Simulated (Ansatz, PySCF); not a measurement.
Reaction 2 R1 → P1 + P2, each structure at its B3LYP-D3(BJ)/def2-TZVP stationary point, reached from a drawn start (curvature not checked).
P1: Cl3NbO (SMILES [O]=[Nb]([Cl])([Cl])[Cl]), charge 0, multiplicity 1.
R1, Cl2NbO (SMILES [O]=[Nb]([Cl])[Cl]) (charge 0, multiplicity 2):
| atom | x (Å) | y (Å) | z (Å) |
|---|---|---|---|
| Nb | 0.0721 | -0.0003 | -0.0039 |
| O | 1.7644 | -0.0078 | -0.0220 |
| Cl | -0.9091 | 2.0914 | 0.0061 |
| Cl | -0.9274 | -2.0833 | 0.0198 |
P2, ClNbO (SMILES [O]=[Nb][Cl]) (charge 0, multiplicity 3):
```xyz
3

Nb     0.18869     0.00517    -0.70615
O      1.61367    -0.00617     0.20752
Cl    -1.80236     0.00099     0.49863
```

P less R. No zero-point or thermal terms; singlets are restricted closed shells; open shells are unrestricted; no spin–orbit coupling. The spin states of the d-block species are the ones drawn and need not be the lowest.

Cores are frozen in the correlated methods. CBS: X⁻³ extrapolation of the correlation energy, Hartree–Fock from the larger set.

Run with Ansatz (an electronic-structure program); PySCF for the D3/D4 terms. Each number belongs to the level named beside it. Elements past Kr take the def2 small-core potentials, without spin–orbit coupling.

PBE/def2-TZVPP gives 22.5 kJ/mol for the reaction energy.

Question: Predict the shift from PBE, with its sign, for: PBE-D3(BJ)/def2-TZVPP, r2SCAN/def2-TZVPP, B3LYP/def2-TZVPP, wB97M-V/def2-TZVPP, B2PLYP/def2-TZVPP, MP2/CBS(def2-TZVPP, def2-QZVPP), CCSD(T)/CBS(def2-TZVPP, def2-QZVPP).

Answer: PBE-D3(BJ)/def2-TZVPP -3.2; r2SCAN/def2-TZVPP 4.0; B3LYP/def2-TZVPP 17.3; wB97M-V/def2-TZVPP 17.9; B2PLYP/def2-TZVPP 15.0; MP2/CBS(def2-TZVPP, def2-QZVPP) 5.5; CCSD(T)/CBS(def2-TZVPP, def2-QZVPP) 28.2 kJ/mol. 6 of 7 lie above PBE; the widest gap is to CCSD(T)/CBS(def2-TZVPP, def2-QZVPP).
